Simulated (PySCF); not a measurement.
B3LYP has the VWN-RPA correlation part, as in Gaussian. Delta-SCF ions had no search for a lower state. Excitations are Tamm–Dancoff values on a coarser integration grid. The basis has no diffuse functions, so Rydberg states are missing or too high.

Cartesian coordinates (Å):
```xyz
7

C     -1.5111     0.1618    -0.0234
C     -0.2135     0.0228    -0.0034
Si     1.4607    -0.1564     0.0225
H     -2.1405    -0.1553     0.8063
H     -2.0336     0.6023    -0.8707
H      2.1055    -1.3741    -0.4863
H      2.3326     0.8990     0.5551
```
Charge 0, spin multiplicity 1.

Problem. What HOMO–LUMO gap, HOMO, S1–T1 gap (TDA), dipole moment and vertical ionisation energy (Delta-SCF) does B3LYP-D3(BJ)/def2-TZVP (PySCF) give?

Solution. 
```yaml
HOMO–LUMO gap: 4.80 eV
HOMO: -6.06 eV
S1–T1 gap (TDA): 1.15 eV
dipole_moment: 0.033 e·Å
vertical ionisation energy (Delta-SCF): 8.31 eV
```
